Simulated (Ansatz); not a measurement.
Relaxation of BBrFH3 (6 atoms, charge 0, multiplicity 1), to a largest force component of 0.03 eV/Å in at most 50 steps.

Computed with RKS PBE0-D4/def2-SVP (Ansatz 0.2.0).

```xyz
6
Properties=species:S:1:pos:R:3
B 0.000 -0.258 -0.010
H 0.050 -0.394 1.183
F 1.134 -0.334 -0.668
H -1.028 -0.097 -0.619
Br 0.030 2.775 1.129
H 0.073 1.392 1.708
```

Task: Where does it end, and by what steps?

Result: It converged. The force dipped under the threshold on the way, but the program's further checks kept it going. After 32 steps the energy has fallen by 0.132 eV; H6 moved furthest, 0.98 Å.

```csv
step,energy less start (eV),largest force component (eV/Å),accepted
0,0.0000,1.434,yes
2,-0.0358,0.997,no
4,-0.0851,0.159,yes
6,-0.0950,0.554,yes
8,-0.1206,0.095,yes
10,-0.0998,0.987,no
12,-0.1246,0.048,yes
14,-0.1270,0.063,yes
16,-0.1281,0.021,yes
18,-0.1283,0.051,yes
20,-0.1295,0.006,yes
22,-0.1298,0.069,yes
24,-0.1301,0.026,yes
26,-0.1305,0.063,yes
28,-0.1310,0.034,yes
30,-0.1307,0.104,no
32,-0.1315,0.003,yes
```

```xyz
6
Properties=species:S:1:pos:R:3
B -0.044 -0.326 -0.098
H -0.247 -0.819 0.988
F 1.213 -0.174 -0.477
H -0.915 -0.067 -0.896
Br -0.401 2.367 1.143
H 0.652 2.104 2.064
```

Whether the end is a true minimum wasn't checked by a vibrational analysis.

The run took 83 s on 1 thread of Arm Neoverse V1 (shared host), peak memory 0.14 GiB.
